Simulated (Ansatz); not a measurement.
Computed with Ansatz on PBE0-D4/def2-TZVP structures; ΔE is electronic, products minus reactants. CCSD(T)/CBS adds triple-zeta CCSD(T) − MP2 to the extrapolated MP2 energy (def2 sets, frozen cores). This one scheme is used for every species. DFT in def2-TZVPP. B3LYP here is the variant with VWN-RPA as its local correlation; programs differ in this. One conformer a species, not always the lowest.

Reaction (ligand exchange at the Si–Cl bond): `F[Si]1(Cl)C[SiH2]1` + H₂S → `F[Si]1(S)C[SiH2]1` + HCl

| level | ΔE (kJ/mol) |
| --- | --- |
| B3LYP-D4 | 34.4 |
| ωB97M-V | 35.4 |
| HF/def2-TZVPP | 44.8 |
| HF/def2-QZVPP | 45.4 |
| MP2/def2-QZVPP | 33.1 |
| SCS-MP2/def2-QZVPP | 35.5 |
| HF/CBS(def2) | 45.5 |
| CCSD/CBS(def2) | 35.3 |

(1) What does CCSD(T)/CBS give? (An estimate is asked.)

Largest T1 diagnostic among the species: 0.013.

## Answers

(1) The calculation gave: +33.3 kJ/mol. The listed levels differ from it by 1.1, 2.1, 11.5, 12.1, -0.2, 2.2, 12.2, 2.0 kJ/mol.

In def2-TZVPP, CCSD(T) changes the Hartree–Fock value by −11.9 kJ/mol (the triples alone add −2.0 kJ/mol) and MP2 by −12.2 kJ/mol.
